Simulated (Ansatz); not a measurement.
Single points on the cluster Cu3Cl6⁺.

```yaml
crystal:
  periodic: [false, false, false]
  atoms:
    - {symbol: Cu, position_ang: [-0.187251, -0.449628, 0.585962]}
    - {symbol: Cu, position_ang: [1.591179, 0.299947, -1.259279]}
    - {symbol: Cu, position_ang: [0.601314, 2.081652, 0.356525]}
    - {symbol: Cl, position_ang: [1.639623, 2.509145, -1.573402]}
    - {symbol: Cl, position_ang: [-2.370425, -1.340858, 0.736371]}
    - {symbol: Cl, position_ang: [1.956613, 0.290167, 1.063203]}
    - {symbol: Cl, position_ang: [-1.191423, 1.422306, 1.505463]}
    - {symbol: Cl, position_ang: [-2.532313, -3.184625, -0.152891]}
    - {symbol: Cl, position_ang: [0.492675, -1.628106, -1.261932]}
basis:
  gaussian: {orbitals: STO-3G}
total_charge: 1
hamiltonian: {xc: hf}
scf: {omitted_lower_state_checks: [starts]}
output: {orbitals: {seedname: orbitals}}
```

The file start.molden holds the orbitals of an earlier run on this structure, at another level or in another basis.

```sh
$ ansatz run in.yaml --threads 4 --pin off --events-out ev --progress --plain --max-ram 4787MiB
```

Output, abridged:

```
Functional definition: HF
1074 factors; integrals over basis functions are off by at most 1.9e-4 eV
mean field evaluation 1: about -206047.5913 eV, gradient 3.6e2 eV
mean field evaluation 2: about -206048.1695 eV, gradient 3.6e2 eV
mean field evaluation 4: about -205786.9906 eV, gradient 3.0e2 eV
mean field evaluation 8: about -206441.6898 eV, gradient 4.3e1 eV
mean field evaluation 16: about -206488.4950 eV, gradient 1.9e0 eV
mean field -206488.87509269 eV, -7588.3261964699 hartree, gradient 1.5e-5 eV, S^2 0.000000; 0 other end points of the search recorded, 0 dependent functions left out
reference -206488.87509269 eV, -7588.3261964699 hartree; 94, 94 occupied and 14, 14 virtual orbitals, 1074 factors
Total energy: -206488.87509269 eV, -7588.3261964699 hartree
Checks for a lower state left out: starts
```

It took 7.5 s on 4 threads of Intel Xeon on a shared host.

As the first input, with `gaussian: {orbitals: def2-TZVP, initial_orbitals: start.molden}` (abridged; 34 s):

```
Functional definition: HF
mean field -208809.91695954 eV, -7673.6229118177 hartree, gradient 4.5e-5 eV, S^2 0.000000
Total energy: -208809.91695954 eV, -7673.6229118177 hartree
Checks for a lower state left out: starts
```

As the first input, with `gaussian: {orbitals: def2-SVP, initial_orbitals: start.molden}`, `hamiltonian: {xc: pbe0, dispersion: d4}` (abridged; 9.5 s):

```
Functional definition: PBE0
mean field -208968.68864420 eV, -7679.4576636100 hartree, gradient 3.3e-5 eV, S^2 0.000000
Total energy: -208969.26395637 eV, -7679.4788059422 hartree
Checks for a lower state left out: starts
```

First input, but with `gaussian: {orbitals: def2-TZVP, initial_orbitals: start.molden}`, `hamiltonian: {xc: {name: BHLYP}, dispersion: d4}` (abridged; 28 s):

```
Functional definition: BHLYP
the host lacks memory for fits, so the integrals are decomposed
mean field -209051.63827202 eV, -7682.5060062070 hartree, gradient 1.9e-5 eV, S^2 0.000000
Total energy: -209052.65662629 eV, -7682.5434300362 hartree
Checks for a lower state left out: starts
```

The first input with `gaussian: {orbitals: def2-TZVP, initial_orbitals: start.molden}`, `hamiltonian: {xc: {name: LC-wPBE}}` (abridged; 26 s):

```
Functional definition: LC-wPBE
mean field -209019.91824784 eV, -7681.3403168188 hartree, gradient 1.6e-5 eV, S^2 0.000000
Total energy: -209019.91824785 eV, -7681.3403168192 hartree
Checks for a lower state left out: starts
```

The first input with `gaussian: {orbitals: def2-SVP, initial_orbitals: start.molden}`, `correlation: {method: mp2, frozen_orbitals: {Cl: 5, Cu: 9}}` and without the key `hamiltonian` (abridged; 67 s):

```
Functional definition: HF
mean field -208765.91935198 eV, -7672.0060295629 hartree, gradient 2.4e-6 eV, S^2 0.000000; unrestricted orbitals would lower it
mean field evaluation 16: about -208766.1087 eV, gradient 9.6e0 eV
unrestricted determinant -208772.11174691 eV, -7672.2335958791 hartree, S^2 1.0075
57 core orbitals not correlated: weight in the atoms' cores, before any rotation towards them, 1.000 or more for the frozen orbitals, at most 0.000 for the correlated occupied ones
second order -52.43688483 eV of doubles, -0.00000000 eV of singles
Total energy: -208818.35623681 eV, -7673.9330495374 hartree
Checks for a lower state left out: starts
```

First input, but with `gaussian: {orbitals: def2-TZVP, initial_orbitals: start.molden}`, `hamiltonian: {xc: pbe0, dispersion: d4}` (abridged; 30 s):

```
Functional definition: PBE0
the host lacks memory for fits, so the integrals are decomposed
mean field -209013.81818271 eV, -7681.1161435600 hartree, gradient 1.1e-5 eV, S^2 0.000000
Total energy: -209014.39347680 eV, -7681.1372852281 hartree
Checks for a lower state left out: starts
```

Geometry: r2SCAN-D4/def2-SVP.

LC-ωPBE has ω = 0.4 bohr⁻¹. Correlated methods freeze 57 core orbitals. The restricted singlet is unstable towards broken spin symmetry in Hartree–Fock (as tested in another run); at HF/STO-3G, HF/def2-TZVP this wasn't settled. The restricted singlet is unstable towards broken spin symmetry at other levels; at PBE0-D4/def2-SVP, BHLYP-D4/def2-TZVP, LC-ωPBE/def2-TZVP, PBE0-D4/def2-TZVP this wasn't settled. At MP2/def2-SVP the restricted singlet (for correlated methods, its reference) is unstable: a solution with broken spin symmetry lies lower. In the singlet, Cl5 and Cl8 lie 2.05 Å apart (atoms count from 1), so these atoms are partly bonded to each other. The structure comes from a short search, and lower isomers may exist.
